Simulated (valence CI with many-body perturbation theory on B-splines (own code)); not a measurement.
## Ho XIX: M1 decay

Computed by valence CI with perturbative core correlation (CI+MBPT): three valence electrons over a frozen Dirac-Fock core [Kr] 4d10, a basis of 7 s, 7 p, 7 d, 7 f, 4 g, 2 h functions for each j, with the one-electron correlation potential Σ1, the two-electron term Σ2, the three-electron term Σ3, Breit, model QED; selected CI, second order for the rest, scaled by the run's own slope (own B-spline code, finite nucleus).

No measured spectrum was set against this ion. As an estimate, terms of the open shell hold to a few per cent of their energy, and close levels can change places. Excitations out of the core, of the other parity, are not computed and may begin above about 129 eV (a cautious bound); beyond it only levels of the ground parity were kept, without lifetimes.

Lines 1 to 50 of 120 in falling wavelength, among levels below 1038900 cm⁻¹, chosen from the decays that carry over 1 % of a level's rate. Wavelengths and rates use the calculated energies, so an error of 2000 cm⁻¹ moves a line at 3396 nm by 68 % and its rate by three times that or more. Weak lines are less certain than strong ones. Lines between different terms over intervals too small for the method are left out, as are lines whose strength nearly cancels. Where a level lies close to another of its J and parity, the split of strength between their lines is uncertain.

Levels are named by their leading jj configuration (3d3/2^4 stands for four electrons in 3d with j = 3/2), which in mixed levels can hold well under half, so a name can repeat and another be missing. Letters in brackets count levels of one name in rising energy.

```tsv
λ vac (nm)	Upper	Lower	Type	A (s⁻¹)	Branch %
3396	(4f5/2^2 4f7/2) J=3/2 [a]	(4f5/2^2 4f7/2) J=5/2 [a]	M1	6.35e-02	2.2
3275	(4f5/2^2 4f7/2) J=7/2 [a]	(4f5/2^2 4f7/2) J=5/2 [a]	M1	8.25e-01	22.0
2459	(4f5/2 4f7/2^2) J=17/2	(4f5/2 4f7/2^2) J=15/2 [b]	M1	7.11e-01	2.6
2313	(4f5/2 4f7/2^2) J=1/2	(4f5/2^2 4f7/2) J=3/2 [b]	M1	3.88e+00	22.7
2101	(4f5/2^2 4f7/2) J=1/2	(4f5/2 4f7/2^2) J=3/2 [a]	M1	9.27e-01	2.5
1959	(4f5/2^2 4f7/2) J=5/2 [a]	(4f5/2^3) J=3/2	M1	4.82e+00	100.0
1843	(4f5/2^3) J=5/2	(4f5/2^2 4f7/2) J=7/2 [a]	M1	3.57e-01	20.5
1823	(4f5/2 4f7/2^2) J=9/2 [a]	(4f5/2^2 4f7/2) J=7/2 [a]	M1	2.71e+00	6.9
1771	(4f5/2^2 4f7/2) J=7/2 [a]	(4f5/2^2 4f7/2) J=9/2	M1	1.40e+00	37.2
1660	(4f5/2 4f7/2^2) J=13/2 [b]	(4f5/2^2 4f7/2) J=11/2 [b]	M1	2.03e+00	5.6
1542	(4f7/2^3) J=11/2 [a]	(4f5/2 4f7/2^2) J=9/2 [b]	M1	6.51e+00	28.6
1508	(4f5/2^2 4f7/2) J=3/2 [b]	(4f5/2 4f7/2^2) J=5/2 [a]	M1	7.69e-01	6.1
1427	(4f5/2^2 4f7/2) J=15/2	(4f5/2^2 4f7/2) J=13/2	M1	3.64e+00	4.5
1345	(4f5/2 4f7/2^2) J=15/2 [a]	(4f5/2 4f7/2^2) J=13/2 [a]	M1	1.28e+01	100.0
1318	(4f5/2^2 4f7/2) J=7/2 [b]	(4f5/2^2 4f7/2) J=7/2 [a]	M1	2.71e+00	12.0
1284	(4f5/2 4f7/2^2) J=13/2 [a]	(4f5/2^2 4f7/2) J=11/2 [a]	M1	2.21e+01	100.0
1242	(4f5/2^2 4f7/2) J=3/2 [a]	(4f5/2^3) J=3/2	M1	2.86e+00	97.8
1237	(4f5/2^2 4f7/2) J=11/2 [a]	(4f5/2^3) J=9/2	M1	2.13e+01	100.0
1219	(4f5/2 4f7/2^2) J=5/2 [a]	(4f5/2 4f7/2^2) J=3/2 [a]	M1	2.59e+00	4.8
1186	(4f5/2 4f7/2^2) J=9/2 [b]	(4f5/2^2 4f7/2) J=7/2 [b]	M1	1.57e+01	38.3
1184	(4f5/2 4f7/2^2) J=7/2 [a]	(4f5/2^3) J=5/2	M1	1.32e+01	38.8
1179	(4f5/2^3) J=5/2	(4f5/2^2 4f7/2) J=5/2 [a]	M1	1.95e-01	11.2
1094	(4f7/2^3) J=9/2	(4f5/2 4f7/2^2) J=7/2 [a]	M1	1.09e+01	13.0
1050	(4f7/2^3) J=3/2	(4f5/2 4f7/2^2) J=5/2 [a]	M1	5.98e+00	4.8
1018	(4f5/2 4f7/2^2) J=7/2 [b]	(4f5/2^2 4f7/2) J=5/2 [b]	M1	1.47e+01	69.4
1018	(4f5/2^2 4f7/2) J=11/2 [b]	(4f7/2^3) J=11/2 [a]	M1	2.50e+00	6.8
992.7	(4f5/2^2 4f7/2) J=3/2 [b]	(4f5/2^2 4f7/2) J=1/2	M1	2.13e+00	16.7
949.1	(4f5/2 4f7/2^2) J=9/2 [b]	(4f5/2 4f7/2^2) J=9/2 [a]	M1	3.02e+00	7.4
939.6	(4f5/2^2 4f7/2) J=7/2 [b]	(4f5/2^2 4f7/2) J=5/2 [a]	M1	1.15e+01	51.1
898.5	(4f5/2 4f7/2^2) J=9/2 [a]	(4f5/2^2 4f7/2) J=9/2	M1	1.84e+01	46.5
771.3	(4f7/2^3) J=3/2	(4f5/2^2 4f7/2) J=1/2	M1	1.34e+01	10.8
767.7	(4f5/2 4f7/2^2) J=11/2	(4f5/2^2 4f7/2) J=9/2	M1	1.92e+01	32.6
755.6	(4f5/2^2 4f7/2) J=7/2 [b]	(4f5/2^2 4f7/2) J=9/2	M1	4.52e+00	20.1
736.1	(4f5/2^3) J=5/2	(4f5/2^3) J=3/2	M1	8.44e-01	48.4
720.9	(4f5/2 4f7/2^2) J=7/2 [a]	(4f5/2^2 4f7/2) J=7/2 [a]	M1	9.66e+00	28.5
694.6	(4f5/2 4f7/2^2) J=1/2	(4f5/2^2 4f7/2) J=1/2	M1	3.93e+00	23.0
691.9	(4f5/2^2 4f7/2) J=5/2 [b]	(4f5/2 4f7/2^2) J=3/2 [a]	M1	1.07e+01	26.9
674.2	(4f5/2^2 4f7/2) J=3/2 [b]	(4f5/2 4f7/2^2) J=3/2 [a]	M1	4.85e-01	3.8
661.2	(4f7/2^3) J=11/2 [a]	(4f5/2 4f7/2^2) J=11/2	M1	9.39e+00	41.2
648.4	(4f7/2^3) J=9/2	(4f5/2^2 4f7/2) J=7/2 [b]	M1	4.55e+00	5.4
639.8	(4f7/2^3) J=9/2	(4f5/2 4f7/2^2) J=11/2	M1	1.03e+01	12.3
630.9	(4f5/2 4f7/2^2) J=13/2 [b]	(4f7/2^3) J=11/2 [a]	M1	4.03e-01	1.1
624.2	(4f5/2 4f7/2^2) J=9/2 [b]	(4f5/2^2 4f7/2) J=7/2 [a]	M1	5.49e-01	1.3
622.1	(4f5/2 4f7/2^2) J=7/2 [b]	(4f5/2 4f7/2^2) J=5/2 [a]	M1	1.08e+00	5.1
619.0	(4f5/2 4f7/2^2) J=3/2 [a]	(4f5/2^2 4f7/2) J=3/2 [a]	M1	4.21e+01	47.9
613.1	(4f5/2^2 4f7/2) J=11/2 [b]	(4f5/2 4f7/2^2) J=9/2 [b]	M1	4.91e+00	13.4
601.4	(4f5/2^2 4f7/2) J=5/2 [b]	(4f5/2 4f7/2^2) J=7/2 [a]	M1	7.92e-01	2.0
600.2	(4f5/2 4f7/2^2) J=5/2 [a]	(4f5/2^2 4f7/2) J=7/2 [b]	M1	4.33e+00	8.0
590.9	(4f5/2 4f7/2^2) J=7/2 [a]	(4f5/2^2 4f7/2) J=5/2 [a]	M1	1.04e+01	30.5
587.5	(4f7/2^3) J=11/2 [a]	(4f5/2 4f7/2^2) J=9/2 [a]	M1	5.57e-01	2.4
```
